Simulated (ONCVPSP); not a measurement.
Scattering properties, ONCV potential for chromium (Cr)

```json
{"Element": "Cr", "Generator": "ONCVPSP 4.0.1", "Type": "optimised norm-conserving Vanderbilt (ONCV)", "Functional": "LDA (Perdew-Zunger)", "Relativity": "fully relativistic", "Frozen core": "[Ne] 3s2", "Valence charge": "12", "Reference configuration": "3p6 3d4 4s2", "Partial waves": "4s: rc 2.35 bohr, ncon 4, nbas 9, qcut 2.2 1/bohr, 3 projectors, debl 3.2 Ha; 3p: rc 1.45 bohr, ncon 4, nbas 8, qcut 11 1/bohr, 2 projectors, debl 3.5 Ha; 3d: rc 1.45 bohr, ncon 3, nbas 8, qcut 9.3 1/bohr, 1 projector; f scattering state at 0.17 Ha: rc 2.55 bohr, ncon 5, nbas 8, qcut 4.8 1/bohr, 2 projectors, debl 3.2 Ha", "Local potential": "polynomial inside 1.30 bohr (lpopt 5, dvloc0 1 Ha)", "Core correction": "none"}
```

Open shells are filled in proportion to 2j + 1.

The phase is arctan(r·R′/R) of the radial function R(r), unwrapped; energies in Ha, scanned from -3 to 5 Ha. A pole is an energy at which the radial function vanishes at the test radius. The pseudo phase is shifted by a multiple of π to meet the all-electron one at the reference energy, and phase errors are pseudo minus all-electron; the curves can meet again beyond the range given. Levels narrower than the energy grid can be missing from the lists of poles.

| channel | radius (bohr) | reference energy (Ha) | poles, all-electron | poles, pseudo | unbroken range about the reference energy with phases within 0.05 rad | phase error 1 Ha above the reference energy (rad) |
| --- | --- | --- | --- | --- | --- | --- |
| s | 2.38 | -0.19 | -2.83, 1.36 | 1.35 | above -2.7 | -0.001 |
| p3/2 | 1.47 | -1.79 | -1.07 | -1.07 | the whole range | -0.000 |
| p1/2 | 1.47 | -1.83 | -1.13 | -1.13 | the whole range | -0.000 |
| d5/2 | 1.47 | -0.23 | 0.68 | 0.73 | below 1.5 | +0.017 |
| d3/2 | 1.47 | -0.23 | 0.67 | 0.72 | below 1.5 | +0.017 |
| f7/2 | 2.59 | 0.17 | 2.27 | 2.27 | the whole range | -0.000 |
| f5/2 | 2.59 | 0.17 | 2.27 | 2.27 | the whole range | -0.000 |

Phases in the s channel:

```tsv
E (Ha)	all-electron	pseudo
-2.98	1.279	-1.801
-2.76	-1.746	-1.814
-2.54	-1.807	-1.830
-2.32	-1.835	-1.849
-2.10	-1.862	-1.872
-1.88	-1.893	-1.901
-1.66	-1.931	-1.938
-1.44	-1.983	-1.989
-1.22	-2.057	-2.062
-1.00	-2.170	-2.175
-0.78	-2.362	-2.366
-0.56	-2.719	-2.722
-0.34	-3.317	-3.317
-0.12	-3.890	-3.890
0.10	-4.220	-4.221
0.32	-4.401	-4.402
0.54	-4.511	-4.512
0.76	-4.585	-4.586
0.98	-4.640	-4.641
1.20	-4.684	-4.685
1.42	-4.723	-4.724
1.64	-4.758	-4.759
1.86	-4.794	-4.795
2.08	-4.832	-4.833
2.30	-4.878	-4.878
2.52	-4.936	-4.936
2.74	-5.019	-5.019
2.96	-5.155	-5.155
3.18	-5.424	-5.425
3.40	-6.033	-6.037
3.62	-6.851	-6.858
3.84	-7.282	-7.287
4.06	-7.476	-7.480
4.28	-7.580	-7.584
4.50	-7.646	-7.649
4.72	-7.691	-7.694
4.94	-7.724	-7.729
```
